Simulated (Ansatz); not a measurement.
Program: Ansatz. Geometries: PBE0-D4/def2-TZVP. ΔE: electronic, gas phase. CBS: MP2 limit from def2 TZ/QZ plus the TZ coupled-cluster correction, frozen cores. Functionals use def2-TZVPP. One conformer a species, not always the lowest.

Consider the isomerisation: `SC1OC[SiH2]1` → `S[SiH]1CCO1`.

`SC1OC[SiH2]1`:

Z-matrix (Å, degrees):
```
C
O 1 1.432
S 1 1.805 2 114.9
Si 1 1.902 2 89.4 3 113.9
H 1 1.090 2 109.4 3 -123.8
C 2 1.447 1 103.9 3 -97.1
H 3 1.345 1 97.3 2 -69.2
H 4 1.486 1 119.0 2 -129.3
H 4 1.486 1 114.4 2 97.9
H 6 1.091 2 109.9 1 -138.5
H 6 1.095 2 111.1 1 100.5
```

`S[SiH]1CCO1`:

Z-matrix (Å, degrees):
```
Si
C 1 1.869
C 1 2.270 2 42.4
S 1 2.128 2 116.4 3 116.2
O 1 1.664 2 82.0 3 0.2
H 1 1.485 2 120.9 3 -112.4
H 2 1.089 1 116.8 3 -113.9
H 2 1.089 1 116.8 3 114.0
H 3 1.093 1 125.4 2 95.6
H 3 1.092 1 124.8 2 -95.8
H 4 1.342 1 94.0 2 155.6
```

| level | ΔE (eV) | difference from CCSD(T)/CBS |
| --- | --- | --- |
| PBE-D4 | -2.66 | 0.19 |
| r2SCAN-D4 | -2.83 | 0.02 |
| ωB97M-V | -2.83 | 0.02 |
| B2PLYP | -2.84 | 0.01 |
| PBE | -2.67 | 0.18 |
| r2SCAN | -2.84 | 0.01 |
| HF/def2-TZVPP | -2.99 | -0.14 |
| MP2/def2-TZVPP | -2.93 | -0.08 |
| SCS-MP2/def2-TZVPP | -2.88 | -0.03 |
| CCSD/def2-TZVPP | -2.88 | -0.03 |
| CCSD(T)/def2-TZVPP | -2.84 | 0.01 |
| HF/def2-QZVPP | -3.00 | -0.15 |
| MP2/def2-QZVPP | -2.94 | -0.09 |
| SCS-MP2/def2-QZVPP | -2.89 | -0.04 |
| MP2/CBS(def2) | -2.94 | -0.09 |
| CCSD/CBS(def2) | -2.89 | -0.04 |
| CCSD(T)/CBS | -2.85 | 0 |

Largest T1 diagnostic among the species: 0.013.

From PBE to PBE0 (25 % exact exchange), in def2-TZVPP and without D4, ΔE moves by −0.13 eV. In def2-TZVPP, CCSD(T) changes the Hartree–Fock value by +0.16 eV (the triples alone add +0.04 eV) and MP2 by +0.06 eV.
